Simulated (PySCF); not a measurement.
Be(SH)(SeH) (BeH₂SSe), SMILES [SH][Be][SeH].

Geometry optimised at B3LYP-D3(BJ)/def2-TZVP. Other conformers were not sampled.

Method: PySCF with TDDFT-ωB97X/def2-SVPD.

Vertical excitations. Isolated molecule, no solvent.

```csv
state,energy (eV),λ (nm),f,main pairs
S1,5.39,230,0.004,"HOMO→LUMO 65 %, HOMO→LUMO+1 20 %"
S2,6.03,206,0.002,"HOMO−1→LUMO+2 58 %, HOMO−1→LUMO+1 26 %"
S3,6.07,204,0.065,"HOMO→LUMO+1 47 %, HOMO→LUMO 16 %, HOMO→LUMO+2 15 %, HOMO→LUMO+3 14 %"
S4,6.28,197,0.130,"HOMO→LUMO+2 68 %, HOMO→LUMO+1 16 %"
S5,6.59,188,0.064,"HOMO−1→LUMO 36 %, HOMO−1→LUMO+2 24 %, HOMO−1→LUMO+1 20 %, HOMO−1→LUMO+3 9 %"
S6,6.74,184,0.079,"HOMO−1→LUMO+1 17 %, HOMO−1→LUMO 17 %, HOMO→LUMO+4 13 %, HOMO→LUMO+6 11 %"
S7,6.77,183,0.099,"HOMO−1→LUMO+1 19 %, HOMO−1→LUMO 19 %, HOMO→LUMO+4 10 %, HOMO→LUMO+6 10 %"
S8,7.15,174,0.001,"HOMO−2→LUMO 63 %, HOMO−2→LUMO+1 16 %"
S9,7.31,169,0.024,"HOMO−2→LUMO+2 64 %, HOMO−2→LUMO+1 17 %"
S10,7.54,164,0.013,"HOMO−1→LUMO+8 16 %, HOMO−1→LUMO+7 16 %, HOMO−1→LUMO+10 14 %, HOMO−1→LUMO+3 9 %"
T1,5.08,244,0,"HOMO→LUMO 63 %, HOMO→LUMO+1 13 %"
T2,5.48,226,0,HOMO→LUMO+2 81 %
T3,5.77,215,0,"HOMO−1→LUMO+2 38 %, HOMO−1→LUMO+1 35 %, HOMO−1→LUMO+5 6 %"
T4,5.91,210,0,"HOMO−1→LUMO+1 40 %, HOMO−1→LUMO 32 %, HOMO−1→LUMO+2 13 %"
```
Triplets are in the Tamm–Dancoff approximation, which puts them higher than full response would, so one can lie above its singlet here.
